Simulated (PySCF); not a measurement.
Compound: C7H10N2S.
Numbering: `[cH:1]1[n:2][s:3][cH:4][c:5]1[N:6]1[CH2:7][CH2:8][CH2:9][CH2:10]1` (hydrogens: H11 on C1; H12 on C4; H13, H14 on C7; H15, H16 on C8; H17, H18 on C9; H19, H20 on C10)

Method: PBE0-D3(BJ)/def2-SVP geometry optimisation, gas phase (PySCF).

(1) Give the optimised bond lengths and angles.

Answers

(1) 
| bond | length (pm) |
| --- | --- |
| C1–N2 | 131.0 |
| N2–S3 | 165.0 |
| S3–C4 | 171.5 |
| C4–C5 | 138.6 |
| C5–N6 | 136.4 |
| N6–C7, N6–C10 | 144.5 |
| C7–C8, C9–C10 | 152.6 |
| C8–C9 | 152.7 |
| C1–C5 | 143.8 |
| C1–H11 | 109.3 |
| C4–H12 | 108.8 |
| C7–H13 and 3 like bonds | 110.7 |
| C8–H15 and 3 like bonds | 110.1 |

Bonds in one row agree within 1 pm and their mean is given. A selection of angles:
| angle | degrees |
| --- | --- |
| N2–C1–C5 | 116.9 |
| N2–C1–H11 | 118.8 |
| C5–C1–H11 | 124.4 |
| C1–N2–S3 | 109.8 |
| N2–S3–C4 | 95.2 |
| S3–C4–C5 | 109.1 |
| S3–C4–H12 | 122.6 |
| C5–C4–H12 | 128.3 |
| C4–C5–N6 | 126.6 |
| C1–C5–C4 | 109.0 |
| C1–C5–N6 | 124.4 |
| C5–N6–C7 | 123.7 |
| C7–N6–C10 | 113.4 |
| N6–C7–C8 | 103.2 |
| N6–C7–H13 | 111.6 |
| C8–C7–H13 | 111.6 |
| H13–C7–H14 | 107.0 |
| C7–C8–C9 | 103.3 |
| C7–C8–H15 | 109.7 |
| C7–C8–H16 | 112.7 |
| C9–C8–H15 | 110.0 |
| C9–C8–H16 | 113.4 |
| H15–C8–H16 | 107.6 |
| C9–C10–H20 | 112.5 |

Dihedral angles: C4–C5–N6–C7 -173° (antiperiplanar); C5–N6–C7–C8 166° (antiperiplanar); N6–C7–C8–C9 29° (synperiplanar); C7–C8–C9–C10 -37° (synclinal); C8–C9–C10–N6 31° (synclinal); C5–N6–C10–C9 171° (antiperiplanar). The mirror-image conformer, all signs reversed, is as good.

The 5-membered ring N6–C7–C8–C9–C10 has internal angles of 103.0° to 113.4°; it is puckered, 0.16 Å rms from its mean plane, widest ring torsion 37°. N6 (aniline-type nitrogen) is planar (angles 123.7°, 122.6° and 113.4°, sum 359.8°, 0.04 Å off the plane of its three neighbours). The 4 C–N bonds span 1.310 Å (C1–N2, aromatic) to 1.447 Å (N6–C7, drawn single), a spread of 0.137 Å. The 5-membered ring C1–N2–S3–C4–C5 has internal angles of 95.2° to 116.9° (sum 540°, against 540° for a flat polygon); it is planar, 0.00 Å rms from its mean plane, widest ring torsion 0°. Of the pairs four or more bonds apart, C7···H11 is among the closest relative to their van der Waals radii: 2.78 Å, 96 % of the sum of Bondi's values. The C–C distances run from 1.386 Å (C4–C5, aromatic) to 1.527 Å (C7–C8, drawn single), a spread of 0.141 Å. N2 (pyridine-type nitrogen) is bent (angle 109.8°).

Point group: C1 (no symmetry element, even within 0.4 Å). No PBE0-D3(BJ)/def2-SVP frequencies stand behind this structure, so it isn't proved a minimum. The numbers are those of one conformer.
